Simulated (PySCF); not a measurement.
An unknown is described by computed data only.

Formula: Br2H2Si.

| Property | Result |
| --- | --- |
| UV, strongest line | among the 10 lowest singlet transitions: S10 at 7.99 eV (155 nm, f = 0.114) [TDDFT CAM-B3LYP/def2-SVPD] |
| NMR, other nuclei | isotropic shieldings of nuclei other than C and H, by class: 347 (1 Si), 2490 (2 Br) ppm [GIAO KT2/pcSseg-1] |
| XPS | Si2p3/2 108.7, Si1s 1848.6 eV [ΔSCF SCAN, pcX-2 on the ionised atom, pcseg-1 elsewhere, spin-free X2C, 2p3/2 from a spin–orbit splitting computed afterwards within the 2p shell] |
| Rotational structure | rotational constants A, B, C: 10.586, 0.957, 0.887 GHz [PBE0-D3(BJ)/def2-SVP] |
| Dipole | 1.21 D [CAM-B3LYP/def2-SVPD] |
| 1H NMR | chemical shifts (computed TMS as zero) by class: 6.35 (2 H) ppm [GIAO KT2/pcSseg-1] |
| UV, first state | lowest singlet excitation: 6.54 eV (190 nm, f = 0.018) [TDDFT CAM-B3LYP/def2-SVPD] |

Electronic properties: PySCF, gas phase, density fitting. Levels stand in brackets. Geometry: PBE0-D3(BJ)/def2-SVP; no solvent, vibrations or thermal averaging. The calculation (core ionisation apart) is non-relativistic and has no spin–orbit coupling, an omission that weighs most on bromine. NMR values are class means; diastereotopic atoms form classes of their own.

**Question.** What is the compound? Reason from the data.

**Answer.** All hydrogens form one class (6.35 ppm): hydrogen on silicon. The other shieldings belong to: 347 ppm, silicon bonded to 2 Br and 2 H; 2490 ppm, bromine bonded to Si. The core levels belong to: Si2p3/2 108.7 eV, silicon bonded to 2 Br and 2 H; Si1s 1848.6 eV, silicon bonded to 2 Br and 2 H. No core level of Br was computed. The optimised geometry has point group C2v and is an asymmetric top. Structure: SiBr2H2, `Br[SiH2]Br`. The assignments are read from this structure; whether some other isomer fits the data as well wasn't checked.
